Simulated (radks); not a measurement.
Species: Mo XIX. Configuration: [Ar] 3d6. Calculated with a radial shooting solver on a logarithmic mesh with Libxc functionals: Dirac Kohn-Sham, BLYP, spin-unpolarised, spherical densities, finite nucleus; open shells fill j = l - 1/2 first; Fermi nuclear charge, rms radius 4.4091 fm.

Radial electron density D(r) = 4 pi r^2 rho(r):

```
   r/bohr * D(r) (the largest magnitude, 64.6, reaches the edge; | marks zero)
 0.001351 |*
 0.001535 | *
 0.001731 | *
 0.001952 | *
 0.002218 |  *
 0.002501 |   *
 0.002842 |   *
 0.003205 |    *
 0.003613 |      *
 0.004107 |       *
  0.00463 |         *
 0.005221 |           *
 0.005934 |             *
  0.00669 |               *
 0.007543 |                  *
 0.008573 |                      *
 0.009666 |                         *
  0.01099 |                             *
  0.01239 |                                *
  0.01397 |                                   *
  0.01587 |                                       *
   0.0179 |                                         *
  0.02018 |                                           *
  0.02293 |                                            *
  0.02586 |                                             *
  0.02916 |                                            *
  0.03314 |                                          *
  0.03736 |                                        *
  0.04246 |                                       *
  0.04788 |                                      *
  0.05398 |                                      *
  0.06135 |                                        *
  0.06917 |                                           *
  0.07799 |                                               *
  0.08864 |                                                   *
  0.09995 |                                                      *
   0.1136 |                                                      *
   0.1281 |                                                   *
   0.1444 |                                              *
   0.1641 |                                       *
   0.1851 |                                  *
   0.2086 |                              *
   0.2371 |                             *
   0.2674 |                               *
   0.3015 |                                 *
   0.3426 |                                  *
   0.3863 |                                *
   0.4391 |                           *
    0.495 |                    *
   0.5582 |             *
   0.6344 |       *
   0.7153 |   *
   0.8064 | *
   0.9166 |*
    1.033 *
    1.165 *
    1.324 *
    1.493 *
```

D(r) has 3 maxima, at r = 0.0248, 0.107, 0.337 bohr, and minima at 0.0498, 0.230 bohr, inside which lie 2.06, 11.12 electrons.
